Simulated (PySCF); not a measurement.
Geometries of 3 isomers of C4H3F3, from PySCF 2.14.0, PBE0-D3(BJ)/def2-SVP geometry optimisation, gas phase. One conformer each, no zero-point energy, no frequencies.

Question: Which isomer lies lowest at this level?
A.
```xyz
10
angstrom
C      2.290    0.318   -0.058
C      1.191   -0.134    0.163
C     -0.133   -0.674    0.426
C     -1.242    0.355    0.318
F     -2.420   -0.221    0.577
F     -1.307    0.881   -0.904
F     -1.079    1.352    1.185
H      3.268    0.717   -0.253
H     -0.186   -1.103    1.438
H     -0.372   -1.481   -0.284
```
B.
```xyz
10
angstrom
C      1.922    1.312   -0.149
C      1.118    0.418   -0.268
C      0.137   -0.651   -0.412
F      0.076   -1.094   -1.706
C     -1.267   -0.200   -0.016
F     -2.099   -1.251   -0.098
F     -1.249    0.233    1.257
H      2.643    2.103   -0.040
H      0.402   -1.501    0.243
H     -1.636    0.606   -0.674
```
C.
```xyz
10
angstrom
C      1.759    0.631    0.402
C      0.661   -0.099    0.635
C     -0.583    0.090   -0.075
F     -0.625    1.041   -1.010
C     -1.701   -0.621    0.136
F     -2.819   -0.445   -0.512
F     -1.784   -1.577    1.028
H      2.678    0.452    0.963
H      1.762    1.422   -0.351
H      0.661   -0.890    1.390
```

Answer: A. That is `C#CCC(F)(F)F`, 3.4 kcal/mol below the next.

```tsv
SMILES	atoms numbered as above	E (Eh)	relative (kcal/mol)	relative (kJ/mol)	dipole (D)
C#CCC(F)(F)F	[CH:1]#[C:2][CH2:3][C:4]([F:5])([F:6])[F:7]	-452.89735	0.0	0.0	1.85
C=CC(F)=C(F)F	[CH2:1]=[CH:2][C:3]([F:4])=[C:5]([F:6])[F:7]	-452.89192	3.4	14.3	1.27
C#C[C@H](F)C(F)F	[CH:1]#[C:2][C@H:3]([F:4])[CH:5]([F:6])[F:7]	-452.86377	21.1	88.2	1.75
```
